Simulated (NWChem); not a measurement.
System: formamidinium (CH$_{5}$N$_{2}$ cation); SMILES NC=[NH2+]

Input file for NWChem:

```
start job
memory heap 200 mb stack 900 mb global 1100 mb
charge 1
geometry units angstroms noautosym nocenter noautoz
  N     -1.174358     0.000000     0.182006
  C      0.000000     0.000000    -0.417902
  N      1.174358     0.000000     0.182006
  H     -1.285703     0.000000     1.201892
  H     -2.032672     0.000000    -0.376649
  H      0.000000     0.000000    -1.521514
  H      1.285703     0.000000     1.201892
  H      2.032672     0.000000    -0.376649
end
basis spherical
  N library iglo-ii
  C library iglo-ii
  H library iglo-ii
end
dft
  xc b3lyp
  iterations 150
end
property
  shielding 5 1 2 4 5 6
end
task dft property
```

NWChem printed, in part:

```
             Northwest Computational Chemistry Package (NWChem) 7.3.0
             --------------------------------------------------------

                             Geometry "geometry" -> ""
                             -------------------------

 Output coordinates in angstroms (scale by  1.889725989 to convert to a.u.)

  No.       Tag          Charge          X              Y              Z
 ---- ---------------- ---------- -------------- -------------- --------------
    1 N                    7.0000    -1.17435800     0.00000000     0.18200600
    2 C                    6.0000     0.00000000     0.00000000    -0.41790200
    3 N                    7.0000     1.17435800     0.00000000     0.18200600
    4 H                    1.0000    -1.28570300     0.00000000     1.20189200
    5 H                    1.0000    -2.03267200     0.00000000    -0.37664900
    6 H                    1.0000     0.00000000     0.00000000    -1.52151400
    7 H                    1.0000     1.28570300     0.00000000     1.20189200
    8 H                    1.0000     2.03267200     0.00000000    -0.37664900

 Effective nuclear repulsion energy (a.u.)      78.9472414663

                              NWChem Property Module
                              ----------------------

  itol2e modified to match energy
  convergence criterion.

                                 NWChem DFT Module
                                 -----------------

 Summary of "ao basis" -> "ao basis" (spherical)
 ------------------------------------------------------------------------------
       Tag                 Description            Shells   Functions and Types
 ---------------- ------------------------------  ------  ---------------------
 N                          iglo-ii                 10       22   5s4p1d
 C                          iglo-ii                 10       22   5s4p1d
 H                          iglo-ii                  4        6   3s1p

  itol2e modified to match energy
  convergence criterion.

[...]

          -----------------------------------------
          Chemical Shielding Tensors (GIAO, in ppm)
          -----------------------------------------

                                NWChem CPHF Module
                                ------------------

  scftype          =     RHF
  nclosed          =       12
  nopen            =        0
  variables        =     1008
  # of vectors     =        3
  tolerance        = 0.10D-03
  level shift      = 0.00D+00
  max iterations   =       50
  max subspace     =       30

 SCF residual:    1.5458853029744744E-004

Iterative solution of linear equations
  No. of variables     1008
  No. of equations        3
  Maximum subspace       30
        Iterations       50
       Convergence  1.0D-04

   iter   nsub   residual    time
   ----  ------  --------  ---------
     1      3    5.71D-01      69.1
     2      6    1.96D-02      74.5
     3      9    8.39D-04      80.8
     4     12    2.15D-05      86.8

      Atom:    1  N
        Diamagnetic
    331.4905     -0.0000     -5.1078
     -0.0000    302.0661      0.0000
     -5.1078      0.0000    322.6535

        Paramagnetic
   -204.1865      0.0000    -61.6848
      0.0000   -108.1890     -0.0000
    -61.6848     -0.0000   -243.5133

        Total Shielding Tensor
    127.3040      0.0000    -66.7927
      0.0000    193.8771      0.0000
    -66.7927      0.0000     79.1402

           isotropic =     133.4404
          anisotropy =      90.6550

          Principal Components and Axis System
                 1           2           3
              193.8771    174.2235     32.2207

      1         0.0000      0.8183      0.5748
      2         1.0000     -0.0000     -0.0000
      3        -0.0000     -0.5748      0.8183

      Atom:    2  C
        Diamagnetic
    267.7876     -0.0000     -0.0000
     -0.0000    235.4499      0.0000
     -0.0000      0.0000    251.4693

        Paramagnetic
   -275.7680      0.0000      0.0000
      0.0000   -102.7260      0.0000
      0.0000      0.0000   -317.2024

        Total Shielding Tensor
     -7.9805      0.0000      0.0000
      0.0000    132.7239      0.0000
      0.0000      0.0000    -65.7331

           isotropic =      19.6701
          anisotropy =     169.5807

          Principal Components and Axis System
                 1           2           3
              132.7239    -65.7331     -7.9805

      1         0.0000     -0.0000      1.0000
      2         1.0000     -0.0000     -0.0000
      3         0.0000      1.0000      0.0000

      Atom:    3  H
        Diamagnetic
     25.6137     -0.0000     -3.7590
     -0.0000     19.3775      0.0000
     -3.7590      0.0000     39.9564

        Paramagnetic
      0.0483      0.0000      0.5195
      0.0000      1.9230     -0.0000
      0.5195     -0.0000    -10.0169

        Total Shielding Tensor
     25.6620     -0.0000     -3.2396
     -0.0000     21.3005     -0.0000
     -3.2396     -0.0000     29.9395

           isotropic =      25.6340
          anisotropy =       9.0730

          Principal Components and Axis System
                 1           2           3
               31.6827     23.9189     21.3005

      1        -0.4738      0.8806      0.0000
      2        -0.0000     -0.0000      1.0000
      3         0.8806      0.4738      0.0000

      Atom:    4  H
        Diamagnetic
     38.0562     -0.0000      7.7318
     -0.0000     19.3684     -0.0000
      7.7318     -0.0000     26.7078

        Paramagnetic
     -7.1610      0.0000     -5.5002
      0.0000      1.8279      0.0000
     -5.5002      0.0000     -2.8958

[...]
```

Level: B3LYP/IGLO-II, GIAO. All runs use the structure optimised with PBE-D3(BJ)/def2-SVP. B3LYP is NWChem's, with the RPA form of VWN correlation. The output numbers the shielded atoms by their place in the input's list. The printed shielding anisotropy is the first printed principal value minus the mean of the other two.
